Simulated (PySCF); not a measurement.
**Static response to an electric field**

Species: C5H7OPS.
Numbering: `[CH3:1][S:2][c:3]1[o:4][cH:5][c:6]([CH3:7])[p:8]1` (hydrogens: H9, H10, H11 on C1; H12 on C5; H13, H14, H15 on C7)

Cartesian coordinates in Å at the GFN2-xTB level; atoms count from 1:
```
atom  x, y, z in Å
C1     3.305    0.037   -0.239
S2     2.331   -1.374   -0.843
C3     0.709   -0.777   -0.577
O4     0.590    0.445   -0.045
C5    -0.709    0.771    0.104
C6    -1.604   -0.162   -0.296
C7    -3.086   -0.013   -0.223
P8    -0.764   -1.606   -0.928
H9     4.346   -0.241   -0.365
H10    3.073    0.917   -0.830
H11    3.082    0.209    0.809
H12   -0.888    1.743    0.527
H13   -3.516   -0.802    0.392
H14   -3.524   -0.091   -1.217
H15   -3.352    0.952    0.205
```

Level: wB97X-D/def2-SVPD (PySCF), static field, nuclei fixed, core orbitals frozen in the response. The polarisability tensor in these axes (au):

```
x   152.03  -0.35  -0.60
y    -0.35  99.39  12.02
z    -0.60  12.02  76.90
```

Question: Give the principal values, the mean and the anisotropy Δα = √{½[(α1 − α2)² + (α2 − α3)² + (α1 − α3)²]}.

Answer: Principal values 71.68, 104.60 and 152.03 au; mean 109.44 au = 16.22 Å³ = 18.04 × 10⁻⁴⁰ C²·m²/J; Δα = 69.97 au (64 % of the mean).

Question: What is the dipole moment, and where does it point?

Answer: (0.27, 2.43, 1.05) D, 2.67 D in size, pointing from the negative to the positive side. Measured along this direction, the outermost atoms are P8 at the negative end and H12 at the positive end.

Question: Rayleigh depolarisation ratio (linearly polarised light, static tensor)?

Answer: ρ = 3Δα²/(45ᾱ² + 4Δα²) = 14686.6/(538955 + 19582.1) = 0.0263.

Question: Find the Langevin capture rate constant for NO+ (29.998 u) meeting this molecule (145.996 u), k = 2.342 × 10⁻⁹ cm³/s × √(α in Å³ / reduced mass in u).

Answer: The reduced mass is 24.88 u, so k = 1.89 × 10⁻⁹ cm³/s. The formula leaves out the permanent dipole, which adds to the capture rate.

Question: Form Σ f/ω² (atomic units) for the 8 lowest TDDFT singlets, given as eV and f, and set it beside the mean polarisability, which is this sum over all singlets: 4.50, 0.2691; 4.80, 0.0000; 5.64, 0.0141; 5.67, 0.0038; 6.02, 0.0005; 6.11, 0.0104; 6.20, 0.1285; 6.32, 0.0047.

Answer: They add up to 13.04 au, 11.9 % of the 109.44 au; the largest single term is 9.85 au, from the state at 4.50 eV. Terms in order: 9.85, 0.00, 0.33, 0.09, 0.01, 0.21, 2.48, 0.09 au. Higher excitations give the rest. The strengths listed sum to 0.431.

Question: Molar refractivity from α?

Answer: Lorentz–Lorenz: R = (4π/3)N_A α = 2.5225 cm³/(mol·Å³) × 16.22 Å³ = 40.9 cm³/mol, in the limit of long wavelengths.

Question: Directions of the eigenvectors, and the extent of the frame along each?

Answer: Largest value along (1.00, -0.01, -0.01), where the nuclei span 7.86 Å; middle along (0.01, 0.92, 0.40), 3.65 Å; least along (0.01, -0.40, 0.92), 1.79 Å. The response follows the extents in order.

Geometry: GFN2-xTB, one conformer, isolated molecule.
